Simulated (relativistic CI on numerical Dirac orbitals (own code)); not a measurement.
Method of calculation: Dirac-Coulomb-Breit CI, KLI orbitals optimised for each configuration, model QED, unscaled Slater integrals (own radial code, finite nucleus).

The strongest absorption lines from the ground level of an ion, among the configurations computed and to levels below about 10100 eV (vacuum wavelength in Å, gf): 1.4223 (0.36), 1.4469 (0.63), 1.4484 (1.1), 1.4495 (2), 1.4567 (0.59), 1.4701 (0.76), 1.6074 (2.2), 9.7860 (0.47).

Problem. Which ion is it?
A. Ir70+
B. La50+
C. Ho60+
D. Sm55+

Solution. C. Ho60+ has 7 electrons and the ground level 2s2 2p3 2P°_3/2; the strongest line goes to 2s2 2p2 3d 2D_5/2. The pattern of lines fixes the number of electrons, and along that sequence the line energies rise steadily with the charge (about as its square where n changes within one kind of shell, about linearly where n is kept but much faster in heavy ions where fine structure, which grows about as Z⁴, sets the gap, and irregularly where shells cross), which fixes Z. Configurations outside the model, such as inner-shell arrays, can give stronger lines. At this charge energies of transitions that change n are usually good to better than 1 %, and those within a shell (Δn = 0) to a few per cent.

LS names give the leading component of a level, which can be under half, so a name can repeat, a term be missing and a line seem to break the LS rules.
